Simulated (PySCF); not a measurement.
From one molecule to another.

First species: C9H9P.
SMILES: `Cp1ccc2ccccc12`

Second species: C4H10N2SSi.
SMILES: `[H]/N=C(\C=N\[H])CCS[SiH3]`

Levels: PBE0/pcSseg-1 for dipole moment, HOMO energy, LUMO energy and HOMO–LUMO gap; GFN2-xTB for rotational constant A and rotational constant C. Geometries: GFN2-xTB. All species are isolated and taken at one optimised geometry, non-relativistic unless stated; the electronic structure was computed with PySCF and density fitting.

The conformers computed, where there is a choice (atom-mapped SMILES and torsion angles):
- `[H]/[N:1]=[CH:2]/[C:3](=[N:4]\[H])[CH2:5][CH2:6][S:7][SiH3:8]`: N1–C2–C3–N4 174°, C2–C3–C5–C6 -178°, C3–C5–C6–S7 73°, C5–C6–S7–Si8 -90°

(1) Which has the higher HOMO–LUMO gap?

(2) Which has the higher rotational constant A?

(3) Which has the higher LUMO energy?

(4) Which of the two has the higher dipole moment, and by how much?

(5) Which of the two has the higher rotational constant C, and by how much?

## Answers

(1) The first: 5.29 eV against 4.42 eV, a difference of 0.87 eV.

(2) The second: 2.633 GHz against 2.284 GHz, a difference of 0.349 GHz.

(3) The first: -1.20 eV against -2.04 eV, a difference of 0.84 eV.

(4) The second: 4.80 D against 1.22 D, a difference of 3.58 D.

(5) The first: 0.773 GHz against 0.699 GHz, a difference of 0.074 GHz.

On the first: The dipole equals about 4.1 × 10⁻³⁰ C·m (1 D = 3.33564 × 10⁻³⁰ C·m). A dipole of 1.22 D is allowed in C1, and pure rotational transitions are dipole-allowed.

On the second: The dipole equals about 16.0 × 10⁻³⁰ C·m (1 D = 3.33564 × 10⁻³⁰ C·m).
